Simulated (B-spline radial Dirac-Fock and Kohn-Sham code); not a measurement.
Core and valence levels of N⁵⁺

System: nitrogen as N⁵⁺, 1s2; nuclear rms radius 2.5582 fm (A = 14).

Level of theory: relaxed Dirac-Fock hole states (ΔSCF) with Breit and QED corrections and a finite nucleus; an atomic code on a B-spline grid. The model has no electron correlation. Energies are counted from the vacuum level.

All terms are in eV, carry their sign (relaxation lowers the binding energy) and add up to the binding energy; ⟨r⟩ is the mean radius of the orbital in the initial state.

```tsv
subshell	−ε (Koopmans)	relaxation	Breit	QED	binding energy	⟨r⟩ (bohr)
K (1s)	552.5	-1.52	-0.11	-0.03	550.8	0.226
```

For the deepest level, K (1s), the Breit terms make up -0.020 % of the binding energy, QED -0.006 % and orbital relaxation -0.276 %.

Going to the tabulated ground configuration of the next ion removes an electron from K (1s), computed at 550.8 eV. NIST lists 552.0674 eV as the ionisation energy of this species (theoretical), +1.23 eV from the computed value.
